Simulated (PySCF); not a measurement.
C2H6FO2Si2 (doublet state).
Structure used (GFN2-xTB), in Å, numbered top down from 1:
```
atom  x, y, z in Å
O1     2.8831   -0.7419    0.6162
Si2    2.0156    0.3733   -0.1699
O3     0.4743   -0.1779   -0.0674
C4    -0.6607    0.3923   -0.5228
Si5   -2.1101   -0.7561    0.0317
C6    -0.7470    1.4969   -1.1993
F7    -1.8614    2.0721   -1.6572
H8     2.6378   -1.6638    0.6027
H9     2.1978    1.5998    0.5876
H10    2.3863    0.4637   -1.5789
H11   -3.3662   -0.1465   -0.3905
H12   -1.9893   -0.8661    1.4846
H13   -1.8644   -2.0454   -0.6158
```

The hyperfine couplings belong to this conformer and change with its torsions.

Identity: `O[SiH2]O/C([SiH3])=[C]/F` [radical].

Level of theory: UKS B3LYP, pcH-1 on C F H O Si, non-relativistic, mean-field spin-orbit, GIAO in PySCF 2.14.0. The structure is a single GFN2-xTB conformer in the gas phase; no vibrational or solvent corrections. Couplings are sensitive to structure, and on GFN2-xTB geometries they can be far from those on DFT ones. Stability of the SCF solution: not tested.

(1) Where do the isotropic ENDOR lines of F7, H9/H10, H11/H12/H13 and H8 fall at 1212.4 mT, to first order?

(2) Which pairs are centred on the nuclear Larmor frequency, and which on half the coupling?

(3) At what field would the lower line of F7 fall to zero frequency?

Results:

(1) ν± = |νn ± a/2|, one line for each electron-spin manifold; νn = |g_N| × 7.62259 MHz/T × B.

```
     nuclei  isotope     g_N  νn (MHz)  a_iso (MHz)  lower line (MHz)  upper line (MHz)
         F7      19F  5.2577     48.59       324.20            113.51            210.69
     H9/H10       1H  5.5857     51.62         6.55             48.34             54.90
H11/H12/H13       1H  5.5857     51.62         1.27             50.98             52.26
         H8       1H  5.5857     51.62         0.63             51.31             51.94
```

(2) Centred on νn, since |a| < 2νn: H9/H10, H11/H12/H13 and H8. Centred on |a|/2 and split by 2νn: F7.

(3) Where νn = |a|/2, that is B = 162.10 MHz/(5.2577 × 7.62259 MHz/T) = 4040 mT, as far as first order holds there.

Class means assume fast exchange of nuclei equivalent by connectivity; if that motion is slow, each nucleus keeps its own coupling.

The Mulliken spin populations are largest on C6 (+0.90), Si5 (+0.10), C4 (-0.09) and F7 (+0.08). C6 is the only atom above +0.15.
